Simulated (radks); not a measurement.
Results of a calculation; reference values are marked as such.
The thallium ion Tl+, configuration [Hg].

Level of theory: scalar-relativistic Kohn-Sham, r2SCAN, spin-polarised, spherical densities, finite nucleus; meta-GGA in the generalised Kohn-Sham scheme; Fermi nuclear charge, rms radius 5.4759 fm (a radial shooting solver on a logarithmic mesh with Libxc functionals).

Energy parts (eV):
part                       energy
total                  -550836.37
kinetic                 620075.22
electron-nucleus      -1372857.46
Hartree                 212251.91
exchange-correlation    -10306.04

Orbitals (lengths in bohr, moments of r in powers of bohr; <r^-3> diverges for s and p1/2; r(max) is where P^2 peaks; r(90%) holds 90 % of the orbital's charge):
orbital  occ.  eigenvalue (eV)  <r^-3>   r(max)  r(90%)      <r^2>
1s          2        -85694.21       -  0.01003  0.0299  0.0003690
2s          2        -15293.77       -  0.05812   0.107   0.005605
2p          6        -13155.45   28150  0.04832   0.102   0.004756
3s          2        -3667.710       -   0.1638   0.260    0.03602
3p          6        -3049.574    6517   0.1637   0.268    0.03724
3d         10        -2407.038   794.8   0.1335   0.252    0.03090
4s          2        -831.1613       -   0.3689   0.561     0.1729
4p          6        -627.6741    1586   0.3888   0.604     0.1977
4d         10        -387.6886   170.9   0.3954   0.654     0.2231
5s          2        -140.8625       -   0.8090    1.26     0.8691
4f         14        -122.6402   34.09   0.3590   0.745     0.2630
5p          6         -85.4437   281.6   0.9048    1.46      1.152
5d         10         -23.2960   18.37    1.113    2.11      2.230
6s          2         -16.5371       -    2.047    3.47      6.361

The highest occupied level is 6s at -16.537 eV. The electron density at the nucleus is 2.719e+06 e/bohr^3 (large components only). Summed over all electrons, <r^2> = 51.77 bohr^2, which gives a Langevin (diamagnetic) susceptibility term of -41 x 10^-6 cm^3/mol.
